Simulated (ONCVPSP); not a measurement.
# How hard is this technetium (Tc) ONCV potential?

* Element: Tc
* Generator: ONCVPSP 4.0.1
* Type: optimised norm-conserving Vanderbilt (ONCV)
* Functional: PBE
* Relativity: scalar-relativistic
* Frozen core: [Ar] 3d10 4s2
* Valence charge: 13
* Reference configuration: 4p6 4d5 5s2
* Partial waves: 5s: rc 2.95 bohr, ncon 4, nbas 7, qcut 2.7 1/bohr, 1 projector; 4p: rc 1.55 bohr, ncon 3, nbas 7, qcut 10.7 1/bohr, 3 projectors, debl 1.7 Ha; 4d: rc 2.30 bohr, ncon 4, nbas 8, qcut 5.6 1/bohr, 1 projector
* Local potential: polynomial inside 1.05 bohr (lpopt 5, dvloc0 0 Ha)
* Core correction: Teter function fitted to the true core (icmod 2), fcfact 0.7

Question: For each optimised wave give the share of its norm inside rc, the residual kinetic energy above qcut (Ha) and the cutoffs (Ha) for errors of 10, 1, 0.1 and 0.01 mHa per electron.

Answer:

| wave | norm inside rc | residual KE | 10 mHa | 1 mHa | 0.1 mHa | 0.01 mHa |
| --- | --- | --- | --- | --- | --- | --- |
| 5s | 0.442 | 2.4e-04 | 1.9 | 3.0 | 5.5 | 12.7 |
| 4p | 0.829 | 2.5e-08 | 24.1 | 33.4 | 40.6 | 46.4 |
| p projector 2 | 0.043 | 3.8e-09 | 8.4 | 26.1 | 35.3 | 42.1 |
| p projector 3 | 0.072 | 1.6e-08 | 18.2 | 31.3 | 39.4 | 45.7 |
| 4d | 0.805 | 1.2e-04 | 11.1 | 13.6 | 17.1 | 42.6 |

The occupied waves need 33 Ha and 41 Ha for 1 and 0.1 mHa. Note: ghosts flagged at negative energy: s at -253.9 eV; GHOST(+) flagged for s at 9.4 eV, d at 384.3 eV. A true bound ghost makes a file unfit for plane-wave use. 3 of 4 tests not solved or not reliable.
